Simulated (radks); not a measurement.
Spherical quantum dot in the effective-mass picture: electrons in a parabolic well V = omega^2 r^2 / 2 with omega = 0.216, all in effective atomic units (hartree* = m*/eps^2 hartree, bohr* = eps/m* bohr), one dielectric constant everywhere. Method: non-relativistic Kohn-Sham, PBEsol, spin-polarised, spherical densities; computed with a radial shooting solver with Libxc functionals. Levels are named by radial order and angular momentum (1s, 1p, 1d, 2s, ...), and open shells are averaged over m. Results are scaled to m* = 0.032 and eps = 11.3, for which hartree* = 6.819 meV and bohr* = 18.69 nm. Each electron was tried in the lowest free levels, single moves between levels near the top were tried too, and the lowest total energy was kept; such a search can miss a lower state. The series stops at N = 9: beyond it a trial failed or the search could not be trusted, so later rows were left out. At N = 1 the Hartree and exchange-correlation terms need not cancel, so that row can carry a self-interaction error.

\begin{tabular}{lrrrrrrr}
N & open shells & 2S & E (meV) & mu = E(N) - E(N-1) (meV) & addition energy mu(N+1) - mu(N) (meV) & e(HOMO) (meV) & rms radius (nm) \\ \hline
1 & 1s(up 1, down 0) & 1 & 2.23839 & 2.2384 & 2.136 & 3.1207 & 49.66 \\
2 & none & 0 & 6.61269 & 4.3743 & 2.572 & 5.1559 & 55.90 \\
3 & 1p(up 1, down 0) & 1 & 13.5587 & 6.9460 & 1.341 & 7.6146 & 64.07 \\
4 & 1p(up 2, down 0) & 2 & 21.8461 & 8.2873 & 1.325 & 8.9558 & 69.34 \\
5 & 1p(up 3, down 0) & 3 & 31.4582 & 9.6121 & 1.588 & 10.261 & 73.50 \\
6 & 1p(up 3, down 1) & 2 & 42.6587 & 11.201 & 1.153 & 11.774 & 77.36 \\
7 & 1p(up 3, down 2) & 1 & 55.0127 & 12.354 & 1.152 & 12.933 & 80.69 \\
8 & none & 0 & 68.5185 & 13.506 & 1.873 & 14.075 & 83.70 \\
9 & 1d(up 1, down 0) & 1 & 83.8977 & 15.379 & - & 15.897 & 87.11 \\
\end{tabular}

All shells are closed at N = 2, 8 (there: 1s2 1p6); the second difference of the energy has clear peaks (12 % above both neighbours; the first and last values, which can be the largest, are not judged, and half-filled shells can peak too) at N = 2, 5.
